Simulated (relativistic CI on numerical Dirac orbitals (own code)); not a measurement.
# Er48+: sensitivity of the levels to the model

Base calculation: Dirac-Coulomb-Breit CI, separate exchange-only KLI orbitals for each configuration, model QED, unscaled Slater integrals.

Configuration list (outside the closed core [Ne]): 3s²3p⁶3d², 3s²3p⁵3d³, 3s3p⁶3d³, 3s²3p⁶3d4s, 3s²3p⁶3d4p, 3s²3p⁶3d4d, 3s²3p⁵3d²4s, 3s²3p⁶3d4f, 3s²3p⁵3d²4p, 3s²3p⁵3d²4d, 3p⁶3d⁴, 3p⁵3d⁵, 3p⁵3d⁴4s, 3p⁶3d³4s, 3p⁵3d³4s². Double excitations out of closed p, d and f shells are left out; levels of such configurations are missing from the list, as are those of other unlisted configurations, and high levels can miss mixing partners. These lack a partner that the ground configuration has and come out too high: 3s²3p⁵3d²4p, 3s²3p⁵3d²4d.

Variants: (1) valence Slater integrals scaled by 0.9; (2) configuration mixing switched off; (3) non-relativistic limit. Shifts of the energy above 3s²3p⁶3d² ³F2, in cm⁻¹, for the lowest level and the first level of each name with at least 55 % of one term (blank where a level changes its place among those of its configuration and J or its character, or is not in the variant):

```
         Level     Base    Δ(1)   Δ(2)     Δ(3)
 3s²3p⁶3d² ³F2        0       0      0        0
 3s²3p⁶3d² ³P0   169538  -15102  +2637   -66303
 3s²3p⁶3d² ³F3   383153   +2219   -597  -383153
 3s²3p⁶3d² ¹G4   483476   -7172    -81         
 3s²3p⁶3d² ³P1   495211   -8036  +3327  -391976
 3s²3p⁶3d² ³F4   829891   -2580   -223         
 3s²3p⁶3d² ¹S0  1075751  -26323  +1592  -718744
3s²3p⁵3d³ ⁵D°0  2018902  +11333  -3097  -301561
3s²3p⁵3d³ ³P°1  2803519   +6539  -3281         
3s²3p⁵3d³ ³I°7  2805630   +6276  -3647  -856338
```

At this charge energies of transitions that change n are usually good to better than 1 %, and those within a shell (Δn = 0) to a few per cent.

Ionisation energy from the two ground configurations alone: base 4170.63 eV. The NIST ASD value (theoretical) is 4170 eV.

LS names give the leading component of a level, which can be under half, so a name can repeat, a term be missing and a line seem to break the LS rules.
